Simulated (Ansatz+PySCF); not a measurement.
Results of a calculation; reference values are marked as such.
This PySCF input gave a total energy of -686.52788 hartree.

```python
from pyscf import gto, scf

mol = gto.M(atom="""
Si -0.001770 -0.009610 0.002110
F 0.922900 0.912660 0.909500
F 0.914720 -0.919930 -0.924870
F -0.909070 0.922930 -0.917810
F -0.914130 -0.907090 0.911240
""", basis='def2-svp', charge=0, spin=0)
mf = scf.RHF(mol)
mf.init_guess = 'huckel'
mf.kernel()
while True:  # follow internal instabilities
    mo, _, stable, _ = mf.stability(return_status=True)
    if stable: break
    mf.kernel(mf.make_rdm1(mo, mf.mo_occ))
print(mf.converged, mf.e_tot, mf.spin_square()[0])
```

Question: Write an input for Ansatz with the same method and basis set.

Answer:

```yaml
crystal:
  periodic: [false, false, false]
  atoms:
    - { symbol: Si, position_ang: [-0.00177, -0.00961, 0.00211] }
    - { symbol: F, position_ang: [0.9229, 0.91266, 0.9095] }
    - { symbol: F, position_ang: [0.91472, -0.91993, -0.92487] }
    - { symbol: F, position_ang: [-0.90907, 0.92293, -0.91781] }
    - { symbol: F, position_ang: [-0.91413, -0.90709, 0.91124] }
basis:
  gaussian: { orbitals: def2-SVP }
hamiltonian:
  xc: hf
```

Ansatz (development build ahead of 0.2.0) gave -686.52788 hartree, 0.11 meV from the first.
